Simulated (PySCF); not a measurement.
ZrO2, SMILES [O]=[Zr]=[O], multiplicity 1.

Geometry optimised at B3LYP-D3(BJ)/def2-TZVP. The spin state was assumed, not searched. The isomer is the one that the SMILES or the coordinates give; other isomers of the formula were not compared. The def2 effective core potentials stand for the cores of Zr; spin–orbit coupling is left out.

Level of theory: PySCF with ωB97X/def2-TZVPD.

The molecule is in vacuum.

```
Item                                                                                                             Value
---------------------------------------------------------------------------------------------  -----------------------
total energy                                                                                        -197.55888 hartree
point group                                                                                                        C2v
highest occupied level                                                                                        -9.16 eV
lowest empty level                                                                                            -1.09 eV
orbital gap                                                                                                    8.07 eV
dipole moment                                                                                                   8.39 D
quadrupole, principal values (traceless, Buckingham form, about the centre of nuclear charge)  -16.80, 5.77, 11.04 D·Å
mean static polarisability                                                                        40.4 bohr³ (5.99 Å³)
polarisability, principal values                                                                28.0, 36.6, 56.7 bohr³
```
